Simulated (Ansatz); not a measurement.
`[SiH3][CH]1[NH][GeH2]1` + H₂O → `O[CH]1[NH][GeH2]1` + SiH₄  (formal hydrolysis of a C–Si bond)

Calculated with Ansatz (gas phase, PBE0-D4/def2-TZVP geometries, no zero-point term in ΔE). CCSD(T)/CBS adds triple-zeta CCSD(T) − MP2 to the extrapolated MP2 energy (def2 sets, frozen cores). This one scheme is used for every species. For Ge outer-core shells are correlated without core-valence functions, which leaves a few kJ/mol of doubt a bond. Scalar relativity is left out up to krypton. Each species was taken in one conformer, which may not be the lowest.

| species | CCSD/CBS(def2) energy (Eh) |
| --- | --- |
| `[SiH3][CH]1[NH][GeH2]1` | -2462.06190 |
| H₂O | -76.37179 |
| `O[CH]1[NH][GeH2]1` | -2246.93545 |
| SiH₄ | -291.45922 |

Question: Work out ΔE.

Answer: ΔE = (-2246.93545) + (-291.45922) − (-2462.06190) − (-76.37179) = 0.03902 Eh = +1.06 eV. CCSD(T)/CBS gives +1.07 eV.

Largest T1 diagnostic among the species: 0.014.

In def2-TZVPP, CCSD(T) changes the Hartree–Fock value by +0.46 eV (the triples alone add +0.01 eV) and MP2 by +0.69 eV. The D4 term adds +0.06 eV with B3LYP and +0.03 eV with PBE0; it sums over pairs of atoms, weighted by their polarisabilities, and B3LYP, whose exchange is more repulsive, gets the larger term. From PBE to PBE0 (25 % exact exchange), in def2-TZVPP and without D4, ΔE moves by +0.17 eV.

B3LYP here is the variant with VWN-RPA as its local correlation; programs differ in this.
